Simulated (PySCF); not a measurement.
Compound: C6H10O2 (charge +1 and doublet state).
SMILES with atom numbers: `[CH3:1][CH+:2][C:3]([CH3:4])[C:5](=[O:6])[O:7][CH3:8]` (hydrogens: H9, H10, H11 on C1; H12 on C2; H13, H14, H15 on C4; H16, H17, H18 on C8)

Structure used (GFN2-xTB), in Å, numbered top down from 1:
```
atom  x, y, z in Å
C1    -2.0237    1.6060   -0.0348
C2    -1.8632    0.1724   -0.1659
C3    -0.7025   -0.4891   -0.4357
C4    -0.6116   -1.9052   -0.8205
C5     0.6035    0.2577   -0.2680
O6     0.6484    1.4329    0.0335
O7     1.6361   -0.5042   -0.4913
C8     2.9381    0.0776   -0.3998
H9    -1.0579    2.0083    0.3562
H10   -2.0811    2.1083   -1.0069
H11   -2.8762    1.8916    0.5749
H12   -2.7356   -0.4447    0.0384
H13    0.0232   -2.0296   -1.7020
H14   -0.1095   -2.4788   -0.0360
H15   -1.5895   -2.3285   -1.0318
H16    3.0127    0.7166    0.4818
H17    3.1472    0.6727   -1.2910
H18    3.6328   -0.7577   -0.3423
```

The hyperfine couplings belong to this conformer and change with its torsions.

Method: PySCF 2.14.0, UKS B3LYP, pcH-1 on C H O, non-relativistic, mean-field spin-orbit, GIAO. The structure is a single GFN2-xTB conformer in the gas phase; no vibrational or solvent corrections. The geometry wasn't refined by DFT: couplings that depend on bond lengths, twists or pyramidal angles can differ widely from those at the functional's own minimum, by a factor of two or more for some ions and for spin on atoms past the first row. The frame is twisted about the C2–C3 bond at this geometry (dihedral C1–C2–C3–C5 = 16°); couplings at other torsion angles weren't computed. The SCF solution wasn't tested for stability.

Computed for the main isotopes (class means, splittings of 0.05 mT or more): g = 2.0040; H9/H10/H11 1H +80.2 MHz (2.86 mT); H13/H14/H15 1H +61.8 MHz (2.20 mT); H12 1H +22.1 MHz (0.79 mT); H16/H17/H18 1H +1.7 MHz (0.06 mT); 128 first-order lines, 16.16 mT wide.

(1) What changes when 1H at H12 is replaced by 2H?

(2) Where do the 17O satellites of O6 appear, and how strong are they?

(3) Where do the 13C satellites of C3 appear, and how strong are they?

Results:

(1) The spin density stays the same (vibrational effects aside), so a scales with the nuclear g factor: 0.85744/5.58569 = 0.1535, so a goes from +22.1 to +3.4 MHz (0.121 mT). The spin goes from 1/2 to 1, so the 1:1 doublet becomes a 1:1:1 triplet. The spectrum then has 192 first-order lines over 15.61 mT.

(2) a = -21.3 MHz, or 0.76 mT in magnitude, and I = 5/2, so to first order each main line has six satellites, at ±0.38, ±1.14, ±1.90 mT. The isotope's abundance is about 0.038 %, shared among 6 lines, so each has 0.0063 % of the main line's intensity.

(3) a = +19.8 MHz, or 0.71 mT in magnitude, and I = 1/2, so to first order each main line has two satellites, at ±0.35 mT. The isotope's abundance is about 1.07 %, shared among 2 lines, so each has 0.54 % of the main line's intensity.

Nuclei that the bonding pattern makes equivalent are averaged, as if the motion that swaps them (rotation, inversion, ring flip) were fast. The three 1H nuclei of mean +80.2 MHz run from -4.8 to 146.2 MHz in the frozen geometry. The three 1H nuclei of mean +61.8 MHz run from -1.3 to 111.0 MHz in the frozen geometry.
